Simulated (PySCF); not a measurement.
Al(F)(H)(SH), SMILES [AlH]([SH])[F] (H2AlFS) at its PBE0/def2-SVP optimised geometry (Å):

```
5

Al     0.2703     0.2872     0.0000
F      1.9328     0.2872     0.0000
H     -0.5032     1.6571     0.0000
S     -0.6991    -1.6571     0.0017
H     -1.9328    -1.1025    -0.0095
```

Computed with PBE0/def2-TZVP (PySCF). Cells within 0.4 Å of a nucleus heavier than hydrogen are left out (blank, or x).

Map of the deformation density (molecule minus spherical neutral atoms) (e/bohr³) on the plane z = 0.0 Å:

```
|111111111111111111111111111|
|111111111111111111111111111|
|111111111111111111111111111|
|111111111111111111111111111|
|111111111111111111111111111|
|111111111111111111111111111|
|111111111111222111111111111|
|111111111124532111111111111|
|111111111238963111111111111|
|111111111237863111222211111|
|111111111234542112332221111|
|11111111111220x1256xx211111|
|1111111111111xxx36xxx311111|
|1111111111111xx1256xx211111|
|111111111122331013433221111|
|111110012224542111222211111|
|111110056313653111111111111|
|111110299402432111111111111|
|1111101563xx101111111111111|
|1111111221xx100111111111111|
|111111111134211111111111111|
|111111111133211111111111111|
|111111111122211111111111111|
|111111111111111111111111111|
|111111111111111111111111111|
|111111111111111111111111111|
|111111111111111111111111111|
```
Scale: ten equal steps from -0.015 (start of '0') to 0.063 (end of '9'), in the order '0123456789'; x runs from -4.00 to 4.00, y from -4.00 (bottom) to 4.00 (top).
